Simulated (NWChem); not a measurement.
Species: MnH2O2, sextet; SMILES [OH][Mn][OH]

```xyz
5

Mn     0.0000     0.0000    -0.0012
O      0.1419     1.8002    -0.0913
H     -0.3400     2.5053     0.3424
O     -0.1419    -1.8002    -0.0913
H      0.3400    -2.5052     0.3424
```
Atoms are numbered in this order, from 1.

Level: PBE0/def2-SVP, spin-unrestricted (NWChem), optimised geometry, unscaled harmonic frequencies. The spin multiplicity was typed, not searched, and may not be the lowest.

### Question
List the harmonic frequencies with IR intensities, and the thermochemistry.

### Answer
```csv
frequency (cm⁻¹),IR intensity (km/mol)
118,51.0
124,6.7
155,96.8
410,298.4
437,52.8
629,1.4
764,188.2
3978,137.5
3978,12.4
```

```
Item                                                                                                 Result
-----------------------------------------------------------------------------------------  ----------------
zero-point energy                                                                             15.1 kcal/mol
thermal correction to the enthalpy at 298.15 K (with zero-point energy)                       19.3 kcal/mol
heat capacity Cv                                                                           16.2 cal/(mol K)
entropy at 298.15 K and 1 atm (symmetry number 2, electronic part: spin degeneracy alone)  73.7 cal/(mol K)
dipole moment                                                                                        1.65 D
```

Rigid rotor and harmonic oscillator.
